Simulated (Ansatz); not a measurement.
Reaction (SMILES): N[SiH2] → N[SiH2-] (an electron is taken up)
Geometries: B3LYP-D3(BJ)/def2-TZVP minima from Ansatz (a quantum-chemistry and plane-wave program), one conformer each, not searched for the lowest. Frequencies are from Ansatz.
Geometry of the first species:
```xyz
6

Si    -0.6251     0.0767    -0.0245
N      1.1015    -0.0449    -0.0103
H     -1.1414    -1.1445    -0.7060
H     -1.0708     0.1044     1.3977
H      1.6507     0.5645     0.5765
H      1.6028    -0.2838    -0.8524
```
Charge 0, spin multiplicity 2.

Property: adiabatic electron affinity (0 K, with B3LYP-D3(BJ) harmonic zero-point energies), positive where the reaction releases energy, in eV. Cores are frozen in the correlated levels unless marked. Open shells are spin-unrestricted. Spin-orbit coupling is left out. No relativistic terms. Anions need diffuse functions: aug- sets have them; def2-D sets add few; the other sets have none. Basis-set limits of correlation are two-point, X^-3; Hartree-Fock from the larger set.

```csv
level,program,adiabatic electron affinity (eV)
B3LYP/def2-TZVPD,Ansatz,0.92
PBE0/def2-QZVPP,Ansatz,?
SCS-MP2/aug-cc-pV(Q+d)Z,Ansatz,0.93
SCS-MP2/cc-pV(5+d)Z,Ansatz,0.88
CCSD/def2-SVP,Ansatz,0.33
CCSD/cc-pV(T+d)Z,Ansatz,?
CCSD/def2-TZVPP,Ansatz,0.73
CCSD/cc-pV(5+d)Z,Ansatz,0.86
"CCSD(T)/CBS(aug-cc-pV(T+d)Z,aug-cc-pV(Q+d)Z)",Ansatz,1.00
```

Question: Fill in the missing entries.

Answer: 
- PBE0/def2-QZVPP, adiabatic electron affinity (eV): 0.80
- CCSD/cc-pV(T+d)Z, adiabatic electron affinity (eV): 0.67
